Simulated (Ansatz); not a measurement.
```yaml
crystal:
  periodic: [false, false, false]
  atoms:
    - {symbol: C, position_ang: [-1.520157, -2.590995, 0.292277]}
    - {symbol: N, position_ang: [-1.377674, -1.175335, 0.562951]}
    - {symbol: C, position_ang: [-2.102258, -0.773021, 1.743218]}
    - {symbol: Hf, position_ang: [-0.288166, -0.079988, -0.756188]}
    - {symbol: Br, position_ang: [-1.195604, -0.332572, -3.140705]}
    - {symbol: N, position_ang: [-0.348407, 1.857908, -0.149484]}
    - {symbol: C, position_ang: [-1.627128, 2.535187, -0.211663]}
    - {symbol: C, position_ang: [0.705735, 2.729799, 0.307390]}
    - {symbol: N, position_ang: [1.640676, -0.705980, -0.634996]}
    - {symbol: C, position_ang: [2.246494, -1.723314, 0.188345]}
    - {symbol: C, position_ang: [2.595244, -0.094809, -1.536665]}
    - {symbol: H, position_ang: [-1.126322, -3.203214, 1.116375]}
    - {symbol: H, position_ang: [-2.570782, -2.872285, 0.136560]}
    - {symbol: H, position_ang: [-0.974836, -2.877048, -0.616171]}
    - {symbol: H, position_ang: [-3.177771, -0.982739, 1.649569]}
    - {symbol: H, position_ang: [-1.743626, -1.305861, 2.635821]}
    - {symbol: H, position_ang: [-1.979986, 0.297014, 1.923325]}
    - {symbol: H, position_ang: [-1.600188, 3.394167, -0.896320]}
    - {symbol: H, position_ang: [-1.940278, 2.902073, 0.776490]}
    - {symbol: H, position_ang: [-2.414362, 1.862048, -0.574443]}
    - {symbol: H, position_ang: [0.499283, 3.114947, 1.316543]}
    - {symbol: H, position_ang: [0.827307, 3.599945, -0.354163]}
    - {symbol: H, position_ang: [1.657688, 2.196020, 0.343714]}
    - {symbol: H, position_ang: [1.506265, -2.168646, 0.856284]}
    - {symbol: H, position_ang: [2.685803, -2.527860, -0.419261]}
    - {symbol: H, position_ang: [3.052674, -1.308869, 0.810891]}
    - {symbol: H, position_ang: [3.410545, 0.400163, -0.989545]}
    - {symbol: H, position_ang: [2.114953, 0.666069, -2.165006]}
    - {symbol: H, position_ang: [3.044868, -0.832794, -2.215186]}
basis:
  gaussian: {orbitals: def2-SVP}
total_charge: 1
magnetization: {spin_polarized: true, initial_magnetization: 1}
hamiltonian: {xc: {name: PBE1PBE}, dispersion: d3bjatm, pseudopotentials: {relativity: scalar}}
output: {forces: true}
```

```sh
$ ansatz run in.yaml --threads 11 --pin off --events-out ev --progress --plain --max-ram 174080MiB --backend cuda --devices 0, --max-vram 75GiB
```

Q: How does Ansatz answer? (Best estimate.)

A: The calculation gave: The input was rejected before any iteration.
```
Error: YAML parse error: error: line 37 column 19: hamiltonian.xc: no functional is named "PBE1PBE"; the names, which are not case-sensitive, are SVWN5, SPW92, PBE, PBE0, PBEsol, revPBE, revPBE0, RPBE, rPW86-PBE, HSE06, wPBEh, LC-wPBE, HISS, HF, BLYP, B3LYP, B3LYP5, BHLYP, CAM-B3LYP, r2SCAN, r2SCANh, r2SCAN0, r2SCAN50, m-r2SCAN, B97, wB97, wB97X, wB97X-V, B97M-V, wB97M-V, B2PLYP, B2GP-PLYP, PBE0-DH, PBE-QIDH
35 | total_charge: 1
36 | magnetization: {spin_polarized: true, initial_magnetization: 1}
37 | hamiltonian: {xc: {name: PBE1PBE}, dispersion: d3bjatm, pseudopotentials: {relativi…
38 | output: {forces: true}
```

HSE06 is defined as in plane-wave codes.
